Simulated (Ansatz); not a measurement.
`C#CO[SiH2]Br` + `N[SiH3]` → `[SiH3]N[SiH2]Br` + `C#CO` at 700 K and 1 bar (ligand exchange at the Si–O bond).

Gas-phase electronic energies from Ansatz, PBE0-D4/def2-TZVP geometries. CCSD(T)/CBS is the MP2 limit (def2-TZVPP, def2-QZVPP) plus CCSD(T) − MP2 in def2-TZVPP, frozen cores. This one scheme is used for every species. For Br outer-core shells are correlated without core-valence functions, which leaves a few kJ/mol of doubt a bond. Scalar relativity is left out up to krypton. One conformer a species, not always the lowest.

| species | CCSD(T)/CBS energy (Eh) | H − E (kJ/mol) | S (J/(mol·K)) |
| --- | --- | --- | --- |
| `C#CO[SiH2]Br` | -3015.47100 | 178.9 | 456.5 |
| `N[SiH3]` | -346.80422 | 180.7 | 336.3 |
| `[SiH3]N[SiH2]Br` | -3209.88376 | 236.7 | 484.4 |
| `C#CO` | -152.38380 | 123.4 | 303.4 |

H − E and S are ideal-gas, rigid-rotor, harmonic terms from PBE0-D4/def2-TZVP, for one conformer and one mirror image of each species. 1 Eh = 2625.50 kJ/mol, R = 8.31446 J/(mol·K).

**Question.** By hand: ΔE, ΔH, ΔS and ΔG.

**Answer.** ΔE = (-3209.88376) + (-152.38380) − (-3015.47100) − (-346.80422) = 0.00766 Eh = 20.1 kJ/mol. Δ(H − E) = 236.7 + 123.4 − 178.9 − 180.7 = 0.5, so ΔH = 20.6 kJ/mol. ΔS = 484.4 + 303.4 − 456.5 − 336.3 = -5.0 J/(mol·K). ΔG = 20.6 − 700 × (-5.0)/1000 = 24.1 kJ/mol.

**Question.** By hand: the equilibrium constant, and the temperature at which ΔG would vanish if ΔH and ΔS stayed fixed.

**Answer.** log₁₀ K = −ΔG/(RT ln 10) = -1.8. ΔH and −TΔS have one sign here, so there is no such temperature. One of them is within its doubt of zero, so this could turn.

The number of gas molecules stays the same, so ΔS is small and ΔH decides. A doubt of 5 kJ/mol in ΔE shifts log₁₀ K by 0.4 here. Other conformers and mirror images would add mixing entropy, several J/(mol·K) or more a flexible species. Modes under 60 cm⁻¹, often nearly free rotors, make the harmonic entropy too high. These are equilibria of isolated gas molecules and say nothing of rates. Largest T1 diagnostic: 0.013 (customary marks: 0.02 for closed shells, 0.045 for open ones).
